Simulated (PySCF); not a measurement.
Geometry (Å), atoms numbered from 1 in this order:
```xyz
5

Se   -0.240   -0.444   -0.004
F    -0.193   -0.301    1.768
F    -0.131   -0.298   -1.773
F     1.436   -0.102    0.025
F    -0.871    1.146   -0.015
```

Geometry: PBE0-D3(BJ)/def2-SVP; GIAO absolute shieldings from PySCF 2.14.0 with density-fitted response routines, gas phase, non-relativistic, averaged over equivalent atoms.

At PBE0/pcSseg-1 (109 basis functions, 6.2 s wall time on 1 thread of an Arm Neoverse V1, shared host):
```json
{"atoms": "Se1", "σ (ppm)": "544.8"}
{"atoms": "F2/F3/F4/F5", "σ (ppm)": "104.5"}
```

**Question.** What do these become at B3LYP/pcSseg-1?

**Answer.** 
```
      atoms  σ at B3LYP/pcSseg-1  change
        Se1                477.3   -67.5
F2/F3/F4/F5                 93.4   -11.1
```

The largest change is at Se1 (selenium bonded to 4 F). Cost: 109 basis functions, 5.5 s wall time on 1 thread of an Arm Neoverse V1, shared host.

Relativistic effects, spin–orbit coupling among them, are left out; they matter for Se and for the light atoms bonded to it. The averaged F atoms aren't alike in the static structure (σ from 86 to 123 ppm); the average presumes fast exchange among these sites.
